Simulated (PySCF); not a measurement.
## Argon: a sound run and one with changed settings

Sound run: Ar⁺ [Ne] 3s2 3p5, Ar²⁺ [Ne] 3s2 3p4. Computed with PySCF 2.14 in pcseg-2 (5s4p2d1f, 34 functions), with the non-relativistic Hamiltonian (point nucleus). In the sound run the correlated levels freeze [Ne]. The sound run starts from symmetry-adapted Hartree-Fock orbitals and uses a fine grid where one is needed.

A second run was set up differently.

```csv
species,method,sound run (hartree),changed run (hartree),converged
Ar⁺,MP2,-526.42395,-526.47612,yes
Ar⁺,CCSD(T),-526.45310,-526.50284,yes
Ar²⁺,MP2,-525.42009,-525.47190,yes
Ar²⁺,CCSD(T),-525.44939,-525.49908,yes
```

Ionisation energy of Ar⁺:

```tsv
method	sound run (eV)	changed run (eV)
UHF	26.385	26.385
MP2	27.316	27.326
SCS-MP2	27.308	27.314
CCSD	27.287	27.287
CCSD(T)	27.312	27.314
```

Question: What was changed?
A. basis contracted for another Hamiltonian
B. all electrons correlated in a valence basis
C. level shift left on
D. too few SCF iterations

Answer: B. A valence basis has no tight correlating functions, so it recovers only part of the core correlation, and not evenly between atom and ion.
